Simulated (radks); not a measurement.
Results of a calculation; reference values are marked as such.
Task: Au XXXIX, 41 electrons, occupied as [Kr] 4d5. Code: a radial shooting solver on a logarithmic mesh with Libxc functionals. Model: scalar-relativistic Kohn-Sham, SCAN, spin-polarised, spherical densities, finite nucleus; open shells are filled with parallel spins first (spin-orbit coupling, left out, can overturn this in heavy ions); meta-GGA in the generalised Kohn-Sham scheme; Fermi nuclear charge, rms radius 5.4371 fm. Some entries of the table are withheld. Estimate them.

orbital  occ.  eigenvalue (eV)  <r> (bohr)  <1/r> (bohr^-1)
1s up       1        -82493.67     0.01687            95.71
1s down     1        -82493.29     0.01687            95.71
2s up       1        -15952.75     0.07109            22.47
2s down     1        -15948.05     0.07109            22.47
2p up       3        -14014.53     0.06423            19.98
2p down     3        -14009.92     0.06422            19.98
3s up       1        -5011.859      0.1822            8.413
3s down     1        -5008.798      0.1821            8.414
3p up       3        -4444.746      0.1831            7.679
3p down     3        -4441.115      0.1829            7.682
3d up       5        -3848.631      0.1656            7.214
3d down     5        -3843.140      0.1655            7.214
4s up       1        -2196.422      0.3745            3.941
4s down     1        -2176.539      0.3751            3.934
4p up       3              (1)      0.3880            3.652
4p down     3              (2)      0.3887            3.643
4d up       5        -1753.667      0.3884            3.410

Result: 
(1) 4p up eigenvalue (eV): -1989.239
(2) 4p down eigenvalue (eV): -1969.850
